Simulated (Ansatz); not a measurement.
Basis-set extrapolation for `CC1=CB1` (PBE0-D4/def2-TZVP geometry, frozen core, Ansatz 0.2.0). Multiplicity 1, RHF reference.

|  | def2-TZVPP | def2-QZVPP |
| --- | --- | --- |
| HF | -141.198216 | -141.204516 |
| MP2 correlation | -0.573289 | -0.610019 |
| CCSD(T) correlation | -0.632605 | not run |

Energies in hartree. Use E(X) = E(∞) + A·exp(−7.88·√X) for Hartree–Fock and E(X) = E(∞) + B·X^(−2.97) for correlation, with X = 3 and 4, and add CCSD(T) minus MP2 of the smaller set to the MP2 limit.

Task: What is the CCSD(T) energy at the basis-set limit?

Result: HF limit: -141.204516 + (-0.006300) × 0.13774 = -141.20538. MP2 limit: -0.610019 + (-0.036730) × 0.74074 = -0.63723. Higher-order term: -0.632605 − (-0.573289) = -0.05932. Total: -141.90193 hartree, 44.6 kcal/mol below CCSD(T)/def2-TZVPP.
